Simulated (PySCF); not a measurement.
## SiBr: frontier orbitals

PBE0 at R = 2.238 Å; Si cc-pV(T+d)Z, Br cc-pVTZ-PP with ECP10; scalar-relativistic core potentials (PySCF 2.14). State: ²Π (doublet), unpaired electrons π ↑. Only the outer orbitals are listed, counted within each symmetry, core potentials removing the inner ones.

| spin | orbital | occ. | ε (eV) | on Si (%) | main shells (%) |
| --- | --- | --- | --- | --- | --- |
| α | 7σ | 1 | -22.58 | 7 | 92 Br s |
| α | 8σ | 1 | -13.56 | 66 | 65 Si s, 28 Br p |
| α | 4π | 1 | -9.27 | 14 | 86 Br p, 12 Si p |
| α | 4π | 1 | -9.18 | 11 | 89 Br p, 8 Si p |
| α | 9σ | 1 | -8.94 | 55 | 44 Br p, 29 Si s, 24 Si p |
| α | 5π | 1 | -5.25 | 87 | 87 Si p, 12 Br p |
| α | 5π | 0 | -3.14 | 91 | 90 Si p |
| α | 10σ | 0 | -0.32 | 95 | 92 Si p, 16 Br p |
| α | 11σ | 0 | 3.80 | 93 | 74 Si s, 24 Br d, 22 Si p |
| β | 7σ | 1 | -22.49 | 7 | 92 Br s |
| β | 8σ | 1 | -12.90 | 58 | 56 Si s, 37 Br p |
| β | 4π | 1 | -9.16 | 10 | 90 Br p |
| β | 4π | 1 | -8.90 | 7 | 92 Br p |
| β | 9σ | 1 | -8.52 | 63 | 38 Si s, 37 Br p, 24 Si p |
| β | 5π | 0 | -2.84 | 91 | 91 Si p |
| β | 5π | 0 | -1.87 | 93 | 93 Si p |
| β | 10σ | 0 | -0.03 | 96 | 91 Si p, 15 Br p |

Q: Which are the highest filled and the lowest empty level, where do they sit, and how wide is the gap?

A: Highest filled α 5π at -5.25 eV (in %: 87 Si p, 12 Br p); lowest empty α 5π at -3.14 eV (in %: 90 Si p); the gap at PBE0 is 2.11 eV. Both belong to one degenerate shell, split only by its one-sided filling, so this is no excitation gap.

```
bond order (Mayer)                               : 1.29
⟨S²⟩                                             : 0.757
charge on Si (Mulliken, basis-dependent)         : 0.14
charge on Si (Löwdin, basis-dependent)           : -0.03
dipole moment (positive dipole means Si(−)Br(+)) : -0.78 D
polarisability along the bond                    : 67.2 bohr³
polarisability across the bond                   : 36.8 bohr³
```

Spin–orbit coupling is left out. The state was picked by a PBE0 search and need not be the measured ground state.
